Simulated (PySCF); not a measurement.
2-bromobut-1-en-3-yne (C4H3Br), SMILES C#CC(=C)Br.

Geometry optimised at B3LYP-D3(BJ)/def2-SVP.

Computed with TDDFT-M06-2X/def2-SVPD (PySCF 2.14.0).

Vertical excitations. Gas-phase values at a fixed geometry. State labels are in the subgroup Cs.

```tsv
state	symmetry	energy (eV)	λ (nm)	f	main pairs
S1	A"	4.90	253	0.000	HOMO→LUMO+1 65 %, HOMO−1→LUMO 15 %
S2	A"	5.30	234	0.000	HOMO−1→LUMO 43 %, HOMO→LUMO+1 27 %, HOMO−3→LUMO 15 %, HOMO−2→LUMO+1 7 %
S3	A'	5.55	223	0.195	HOMO→LUMO 85 %
S4	A'	6.00	207	0.038	HOMO−1→LUMO+1 65 %, HOMO−3→LUMO+1 13 %
S5	A"	6.05	205	0.000	HOMO−2→LUMO+1 55 %, HOMO−1→LUMO 25 %
S6	A'	6.27	198	0.023	HOMO−2→LUMO 68 %, HOMO−3→LUMO+1 24 %
S7	A"	6.31	196	0.000	HOMO−3→LUMO 69 %, HOMO−1→LUMO 13 %, HOMO−2→LUMO+1 13 %
S8	A"	6.96	178	0.005	HOMO→LUMO+2 92 %
S9	A"	7.43	167	0.002	HOMO→LUMO+5 26 %, HOMO−2→LUMO+1 16 %, HOMO−4→LUMO+1 11 %, HOMO→LUMO+4 10 %
S10	A'	7.49	166	0.394	HOMO−3→LUMO+1 50 %, HOMO−2→LUMO 19 %, HOMO−1→LUMO+1 15 %
T1	A'	3.61	344	0	HOMO→LUMO 91 %
T2	A"	4.75	261	0	HOMO→LUMO+1 87 %
T3	A"	5.17	240	0	HOMO−1→LUMO 62 %, HOMO−3→LUMO 23 %
T4	A'	5.19	239	0	HOMO−1→LUMO+1 59 %, HOMO−2→LUMO 15 %
```
Triplets are in the Tamm–Dancoff approximation, which puts them higher than full response would, so one can lie above its singlet here.
